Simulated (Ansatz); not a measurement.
Species: C₂H₄N, charge 0, doublet. C2H4N (SMILES [CH2]N=C, doublet).
B3LYP-D3(BJ)/def2-TZVP minimum from Ansatz (a quantum-chemistry and plane-wave program):
```xyz
7

C      1.0609    -0.4281     0.1001
N      0.0598     0.4012     0.3023
C     -1.0973     0.1834    -0.2844
H      2.0074    -0.2363     0.5895
H      0.9717    -1.3062    -0.5459
H     -1.2666    -0.6720    -0.9447
H     -1.9123     0.8742    -0.1089
```
Charge 0, spin multiplicity 2.

Wanted: atomisation energy (electronic, to ground-state atoms), in kcal/mol. UHF or UKS for unpaired electrons; spin-orbit terms are left out. CBS(X,Y): correlation extrapolated as X^-3, Hartree-Fock from the larger set. A bracket is a step between two methods taken in the basis named. Functionals run without relativity, which enters their misses. Double hybrids freeze cores in their MP2 part. '+ core + X2C': CCSD(T) terms for core correlation (cc-pwCVTZ) and scalar relativity (cc-pVTZ-DK). For partners of very few electrons the exact lower level stands in for a higher one. The UHF reference of C2H4N ([CH2]N=C, doublet) is spin-contaminated (<S^2> up to 0.21 over the pure value in the sets run).

CCSD(T)/CBS(cc-pVTZ,cc-pVQZ) + [CCSDT(Q) - CCSD(T)]/cc-pVDZ + core + X2C (Ansatz) gives 634.7 kcal/mol.

What does PBE/def2-TZVPD (Ansatz) give here, and how do the other levels compare?

PBE gives 657.4 kcal/mol, 22.7 kcal/mol above it. Differences of the others: r2SCAN/def2-TZVPD (Ansatz) 4.4; B3LYP/def2-TZVPD (Ansatz) 4.1; PBE0/def2-TZVPD (Ansatz) 6.3; wB97M-V/def2-TZVPD (Ansatz) 2.1; B2PLYP/def2-TZVPD (Ansatz) -5.2; CCSD(T)/CBS(cc-pVTZ,cc-pVQZ) + core + X2C (Ansatz) -1.1 kcal/mol.
